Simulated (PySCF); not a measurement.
Ground-state electric properties of a mixed set of molecules.

All values: wB97X-D/def2-SVPD (PySCF) at PBE0-D3(BJ)/def2-SVP geometries, gas phase, one conformer each. Core orbitals are frozen in the response; Δα² is half the sum of the squared differences of the principal polarisabilities. Atoms past krypton carry effective core potentials. Dipoles and anisotropies that the point group forbids are given as zero.

Question: Rank by HOMO–LUMO gap, lowest first.
A. `CN(C)c1ccncc1`
B. `C(C)/C(C)=N\[H]`
C. `[SnH4]`
D. `[H][Si]([H])([H])OC(C)C`

Answer: A (9.44 eV), B (11.14 eV), D (11.96 eV), C (12.36 eV).

Question: Rank by mean static polarisability, highest first.
A. `[H]/N=C(/C)CC`
B. `[H][Sn]([H])([H])[H]`
C. `[H][Si]([H])([H])OC(C)C`
D. `CN(C)c1ccncc1`
E. `ClC1CCC1`

Answer: D (14.69 Å³), C (10.26 Å³), E (8.95 Å³), A (8.57 Å³), B (6.63 Å³).

Question: Rank by dipole moment, highest first.
A. `[H]/[N:5]=[C:3](\[CH2:2][CH3:1])[CH3:4]` with C1–C2–C3–C4 77°
B. `[Cl:1][CH:2]1[CH2:3][CH2:4][CH2:5]1` with Cl1–C2–C3–C4 142°, C2–C3–C4–C5 -20°, C3–C4–C5–C2 20°, Cl1–C2–C5–C4 -142° (cyclobutyl chloride)
C. `CN(C)c1ccncc1`
D. `[SnH4]`
E. SiH3(OiPr) (`CC(C)O[SiH3]`)

Answer: C (4.75 D), A (2.63 D), B (2.36 D), E (1.19 D), D (0.00 D).

All values together:

| SMILES | formula | μ (D) | HOMO (eV) | LUMO (eV) | α (Å³) | Δα (Å³) | electrons | α per electron (Å³) | ΔSCF removal energy (eV) |
| --- | --- | --- | --- | --- | --- | --- | --- | --- | --- |
| ClC1CCC1 | C4H7Cl | 2.36 | -10.09 | 2.23 | 8.95 | 2.58 | 48 | 0.187 | 10.58 |
| [H]/N=C(/C)CC | C4H9N | 2.63 | -9.30 | 1.84 | 8.57 | 2.10 | 40 | 0.214 | 9.63 |
| [H][Si]([H])([H])OC(C)C | C3H10OSi | 1.19 | -9.92 | 2.04 | 10.26 | 1.93 | 50 | 0.205 | – |
| [H][Sn]([H])([H])[H] | SnH4 | 0.00 | -11.02 | 1.34 | 6.63 | 0.00 | 54 | 0.123 | – |
| CN(C)c1ccncc1 | C7H10N2 | 4.75 | -7.88 | 1.57 | 14.69 | 8.50 | 66 | 0.223 | 7.87 |

Conformers: `[Cl:1][CH:2]1[CH2:3][CH2:4][CH2:5]1` with Cl1–C2–C3–C4 142°, C2–C3–C4–C5 -20°, C3–C4–C5–C2 20°, Cl1–C2–C5–C4 -142°; `[H]/[N:5]=[C:3](\[CH2:2][CH3:1])[CH3:4]` with C1–C2–C3–C4 77°; `[H][Si]([H])([H])OC(C)C`.

A dash marks a removal energy that wasn't run or isn't settled.
